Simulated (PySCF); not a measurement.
C4H6ClF, SMILES C[C@]1(F)C[C@H]1Cl.

The structure is a stationary point at B3LYP-D3(BJ)/def2-SVP. The structure was generated by enumeration; whether it is a known compound was not checked.

Computed with B3LYP-D3(BJ)/def2-SVP (PySCF).

Frequencies are harmonic and unscaled.

Q: Give all harmonic wavenumbers and intensities. (Estimate from the structure and the level; the computed values follow.)

A: 
| mode | ν (cm⁻¹) | IR (km/mol) | moving atoms (share of kinetic energy) |
|---|---|---|---|
| 1 | 174 | 0.5 | F 44 %, Cl 33 %, C 13 %, H 10 % |
| 2 | 181 | 0.1 | C 46 %, H 25 %, Cl 17 %, F 12 % |
| 3 | 224 | 0.0 | H 89 % |
| 4 | 327 | 1.2 | C 39 %, H 28 %, Cl 19 %, F 14 % |
| 5 | 391 | 3.8 | C 44 %, H 32 %, F 14 %, Cl 9 % |
| 6 | 438 | 4.6 | C 41 %, H 29 %, F 27 % |
| 7 | 544 | 6.6 | C 62 %, H 19 %, F 12 % |
| 8 | 678 | 11.2 | C 48 %, H 35 %, Cl 16 % |
| 9 | 727 | 15.7 | C 57 %, F 24 %, H 17 % |
| 10 | 842 | 3.1 | H 59 %, C 39 % |
| 11 | 916 | 11.5 | H 61 %, C 37 % |
| 12 | 952 | 1.6 | H 45 %, C 43 %, F 10 % |
| 13 | 994 | 19.7 | H 50 %, C 37 %, F 12 % |
| 14 | 1039 | 8.5 | H 71 %, C 29 % |
| 15 | 1076 | 18.4 | C 61 %, H 36 % |
| 16 | 1102 | 0.4 | H 71 %, C 29 % |
| 17 | 1123 | 15.2 | C 55 %, H 45 % |
| 18 | 1239 | 33.1 | H 67 %, C 32 % |
| 19 | 1305 | 43.7 | C 57 %, H 37 % |
| 20 | 1364 | 16.7 | H 68 %, C 31 % |
| 21 | 1412 | 11.0 | H 68 %, C 32 % |
| 22 | 1449 | 4.1 | H 96 % |
| 23 | 1453 | 19.5 | H 71 %, C 29 % |
| 24 | 1486 | 13.0 | H 59 %, C 41 % |
| 25 | 3037 | 14.8 | H 97 % |
| 26 | 3121 | 11.7 | H 91 %, C 9 % |
| 27 | 3126 | 1.1 | H 95 % |
| 28 | 3135 | 12.0 | H 91 %, C 9 % |
| 29 | 3174 | 5.4 | H 92 %, C 8 % |
| 30 | 3230 | 1.7 | H 89 %, C 11 % |
